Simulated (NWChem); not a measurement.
Molecule: InHF$_{2}$; SMILES [F][InH][F]

Computed with NWChem. def2 effective core potentials on In; no spin-orbit coupling. Each level has its own optimisation; frequencies are unscaled.

### Question
Among these, which level gives the highest value of “lowest (cm⁻¹)”?
A) PBE0/def2-SVP
B) BLYP/def2-SVP
C) PBE/def2-SVP

### Answer
A, PBE0/def2-SVP. Values: PBE/def2-SVP 143; BLYP/def2-SVP 143; PBE0/def2-SVP 152
